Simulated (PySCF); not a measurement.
Ge(H)2(Br)(OH) (BrGeH₃O), SMILES [GeH2]([OH])[Br].

Coordinates come from a PBE0-D3(BJ)/def2-SVP optimisation. The values are those of a single conformer.

Level of theory: TDA-PBE/def2-SVPD (PySCF 2.14.0).

Vertical excitations. The molecule is in vacuum.

### Question
List the lowest excited states. (The exact figures need the calculation; the answer reports its results.)

### Answer

```
state  energy (eV)  λ (nm)      f                                             main pairs
-----  -----------  ------  -----  -----------------------------------------------------
S1            5.82     213  0.021                                         HOMO→LUMO 96 %
S2            5.98     207  0.013                                       HOMO−1→LUMO 94 %
S3            6.08     204  0.001                                       HOMO→LUMO+1 95 %
S4            6.23     199  0.006                   HOMO−1→LUMO+1 53 %, HOMO−2→LUMO 46 %
S5            6.49     191  0.075  HOMO−2→LUMO 46 %, HOMO−1→LUMO+1 39 %, HOMO−3→LUMO 7 %
S6            6.73     184  0.005                                     HOMO−2→LUMO+1 93 %
S7            6.78     183  0.005                                       HOMO→LUMO+2 97 %
S8            6.91     179  0.028                                     HOMO−1→LUMO+2 97 %
S9            7.34     169  0.012                   HOMO−2→LUMO+2 71 %, HOMO−3→LUMO 24 %
S10           7.53     165  0.015                                       HOMO→LUMO+3 86 %
T1            5.35     232      0                                         HOMO→LUMO 99 %
T2            5.49     226      0                                       HOMO−1→LUMO 99 %
T3            5.91     210      0                                       HOMO−2→LUMO 83 %
T4            5.96     208      0                                       HOMO→LUMO+1 90 %
```
Triplets are in the Tamm–Dancoff approximation.
